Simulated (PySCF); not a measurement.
The vertical singlet excitations below were computed for one of the candidates. Method used: PySCF, TDDFT CAM-B3LYP/def2-SVPD, vertical, gas phase, core orbitals frozen in the response. Geometries: GFN2-xTB, one conformer each.

```json
{"state": "S1", "E (eV)": "5.66", "f": "0.0006", "main configurations (H = HOMO, L = LUMO)": "H→L (92%)"}
{"state": "S2", "E (eV)": "7.93", "f": "0.045", "main configurations (H = HOMO, L = LUMO)": "H→L+1 (77%), H-1→L (15%)"}
{"state": "S3", "E (eV)": "8.39", "f": "0.011", "main configurations (H = HOMO, L = LUMO)": "H-2→L (82%)"}
{"state": "S4", "E (eV)": "8.56", "f": "0.116", "main configurations (H = HOMO, L = LUMO)": "H-1→L (53%), H→L+2 (19%), H→L+1 (12%)"}
{"state": "S5", "E (eV)": "8.82", "f": "0.0050", "main configurations (H = HOMO, L = LUMO)": "H-1→L+1 (92%)"}
{"state": "S6", "E (eV)": "9.11", "f": "0.074", "main configurations (H = HOMO, L = LUMO)": "H→L+2 (64%), H-1→L (17%)"}
{"state": "S7", "E (eV)": "9.69", "f": "0.0089", "main configurations (H = HOMO, L = LUMO)": "H-4→L (44%), H→L+4 (21%), H-6→L (10%)"}
{"state": "S8", "E (eV)": "9.82", "f": "0.0044", "main configurations (H = HOMO, L = LUMO)": "H→L+3 (74%)"}
```

Question: Which structure fits?
A. `O=C(O)C(F)F`
B. `C=C(O[SiH3])C1CC1`
C. `C=CC(=O)OC`

Answer: A. Its S1 lies at 5.66 eV; the nearest of the others has S1 at 6.18 eV. S1 is HOMO→LUMO (92%). S1 has the pattern of n→π* at C=O. At the same level the other candidates give, for their lowest levels:
- `C=C(O[SiH3])C1CC1`: 6.18 eV (f 0.012); 6.50 eV (f 0.188); 6.82 eV (f 0.017); 7.11 eV (f 0.000); 7.18 eV (f 0.013); T1 4.21 eV; HOMO -7.89, LUMO 1.18 eV
- `C=CC(=O)OC`: 5.12 eV (f 0.000); 6.53 eV (f 0.327); 7.07 eV (f 0.151); 7.58 eV (f 0.001); 8.08 eV (f 0.042); T1 3.91 eV; HOMO -9.69, LUMO -0.29 eV

The values belong to the conformer `[O:1]=[C:2]([OH:3])[CH:4]([F:5])[F:6]`: O1–C2–C4–F5 2°, H–O3–C2–O1 3°.
Triplets come from the Tamm–Dancoff approximation.
